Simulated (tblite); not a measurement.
Species: C₆H₆NS (doublet state).
Bonds: N1–C2, C2–C3 (aromatic), C3–C4 (aromatic), C4–C5 (aromatic), C5–C6 (aromatic), C6–S7, C6–C8 (aromatic), C2–C8 (aromatic). Hydrogens: H9, H10 on N1; H11 on C3; H12 on C4; H13 on S7; H14 on C8.

Structure optimised with GFN2-xTB, isolated species. This method treats the open shell by occupation alone, without spin polarisation.

(1) Give the optimised bond lengths and angles.

Results:

(1) 
| bond | length (bohr) |
| --- | --- |
| N1–C2 | 2.612 |
| C2–C3 | 2.639 |
| C3–C4 | 2.629 |
| C4–C5 | 2.571 |
| C5–C6 | 2.581 |
| C6–S7 | 3.352 |
| C6–C8 | 2.630 |
| C2–C8 | 2.635 |
| N1–H9, N1–H10 | 1.903 |
| C3–H11 | 2.041 |
| C4–H12 | 2.039 |
| S7–H13 | 2.515 |
| C8–H14 | 2.042 |

Bonds in one row agree within 0.02 bohr and their mean is given. A selection of angles:
| angle | degrees |
| --- | --- |
| N1–C2–C3 | 120.2 |
| N1–C2–C8 | 120.0 |
| C3–C2–C8 | 119.7 |
| C2–C3–C4 | 120.2 |
| C3–C4–C5 | 118.0 |
| C4–C5–C6 | 124.1 |
| C5–C6–S7 | 122.4 |
| C5–C6–C8 | 118.2 |
| S7–C6–C8 | 119.4 |
| C2–C8–C6 | 119.9 |
| H9–N1–C2 | 116.2 |
| H10–N1–C2 | 116.1 |
| H13–S7–C6 | 95.0 |

Torsions: H13–S7–C6–C5 0° (synperiplanar). The mirror-image conformer, all signs reversed, is as good.

The C–C distances run from 1.361 Å (C4–C5, aromatic) to 1.396 Å (C2–C3, aromatic), a spread of 0.035 Å. C8 (carbon bonded to 2 C and H) is planar (angles 120.7°, 119.9° and 119.4°, sum 360.0°, 0.00 Å off the plane of its three neighbours). The 6-membered ring C2–C3–C4–C5–C6–C8 has internal angles of 118.0° to 124.1°; it is planar, 0.00 Å rms from its mean plane, widest ring torsion 0°. S7 (sulfur bonded to C and H) is bent (angle 95.0°). C3 (carbon bonded to 2 C and H) is planar (angles 120.2°, 119.9° and 119.9°, sum 360.0°, 0.00 Å off the plane of its three neighbours). C4 (carbon bonded to 2 C and H) is planar (angles 121.7°, 120.3° and 118.0°, sum 360.0°, 0.00 Å off the plane of its three neighbours). C6 (carbon bonded to 2 C and S) is planar (angles 122.4°, 119.4° and 118.2°, sum 360.0°, 0.00 Å off the plane of its three neighbours).

Point group: near Cs, missed by 0.30 Å at most; the miss may be what the optimiser left on a soft mode. Its GFN2-xTB frequencies are all real (lowest 155 cm⁻¹). Torsions: C5–C6–S7–H 0°.

The numbers are calculated, not measured.
